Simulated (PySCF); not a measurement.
# Radiative rates from a computed spectrum

Species: C₁₀H₁₀O₃.
InChI=1S/C10H10O3/c1-7(11)8-3-5-9(6-4-8)10(12)13-2/h3-6H,1-2H3

Theory: PySCF, TDDFT CAM-B3LYP/def2-SVPD, vertical, gas phase, core orbitals frozen in the response. Geometry: PBE0-D3(BJ)/def2-SVP, one conformer, isolated molecule. Torsions of this conformer, `[CH3:1][O:2][C:3](=[O:4])[c:5]1[cH:6][cH:7][c:8]([C:9]([CH3:10])=[O:11])[cH:12][cH:13]1`: C1–O2–C3–O4 0°, O2–C3–C5–C6 -1°, C7–C8–C9–C10 179°.

A / s⁻¹ = 0.6670 f (ν̃ / cm⁻¹)² and τ = 1/A in vacuum; |μ| follows from f = (2/3) ΔE |μ|² (atomic units, 1 au = 2.5417 D); ∫σ dE = 109.76 f Mb·eV.

The rates are for emission to S0 at the absorption energy, with no other channel.

Energies and rates of the computed singlets with f of 0.002 or more:

```csv
state,λ (nm),A (s⁻¹)
S2,260.7,3.40×10⁷
S3,242.9,1.71×10⁷
S4,241.1,4.91×10⁸
S5,189.2,2.45×10⁸
S8,182.6,1.06×10⁹
S9,182.6,1.40×10⁸
S10,181.0,2.29×10⁸
```

Which f and |μ| stand behind these rates?

f = A / (0.6670 ν̃²), and |μ| follows from f:

```csv
state,f,|μ| (D),τ,"main configurations (H = HOMO, L = LUMO)"
S2,0.035,1.39,29 ns,"H→L (45%), H-2→L (40%)"
S3,0.015,0.89,58 ns,"H-3→L (72%), H-3→L+2 (20%)"
S4,0.428,4.69,2 ns,"H→L (45%), H-2→L (44%)"
S5,0.132,2.30,4.1 ns,"H→L+1 (49%), H-2→L+1 (21%), H-2→L (10%)"
S8,0.530,4.54,940 ps,"H-2→L+1 (51%), H→L+1 (24%)"
S9,0.070,1.65,7.1 ns,"H-1→L+2 (37%), H-5→L (22%), H-1→L (11%)"
S10,0.113,2.08,4.4 ns,H-4→L (78%)
```

Which computed singlets stay under f = 0.002?

S1 (3.88 eV, f 0.0001), S6 (6.64 eV, f 0.0001) and S7 (6.64 eV, f 0.0002).

Suppose S2 emitted 0.3 eV lower with the same transition dipole. How would A change?

At fixed |μ|, A goes as the cube of the energy: (4.46/4.76)³ = 0.82, which makes τ about 36 ns.

How much energy does a mole of photons resonant with S8 carry?

6.788 eV × 96.485 = 655 kJ/mol (157 kcal/mol).
